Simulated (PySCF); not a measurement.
Positional isomers: propene chloro+silyl. Gas-phase values, no solvent. One relaxed conformer stands for each flexible species; it need not be the lowest. Strings in code marks are SMILES.

The HOMO from two functionals at the same geometries (CAM-B3LYP-D3(BJ)/def2-TZVP), both in PySCF: PBE-D3(BJ)/def2-TZVP and CAM-B3LYP-D3(BJ)/def2-TZVP. 

```
species                                   PBE-D3(BJ)/def2-TZVP (eV)  CAM-B3LYP-D3(BJ)/def2-TZVP (eV)
----------------------------------------  -------------------------  -------------------------------
`ClC(C[SiH3])=C` (Cl–C–C–Si torsion 74°)                      -6.10                            -8.54
`C/C(Cl)=C\[SiH3]`                                            -6.30                            -8.73
`C/C([SiH3])=C/Cl`                                            -6.17                            -8.59
`C/C([SiH3])=C\Cl`                                            -6.25                            -8.66
`[SiH3]/C(=C/C)Cl`                                            -6.20                            -8.63
`C/C=C(/Cl)[SiH3]`                                            -6.07                            -8.50
```

Over these rows, drawn at random from the members with no instability flagged (it was tested for open shells, ions and some series alone), PBE minus CAM-B3LYP-D3(BJ): mean +2.42 eV, from +2.41 eV to +2.44 eV.
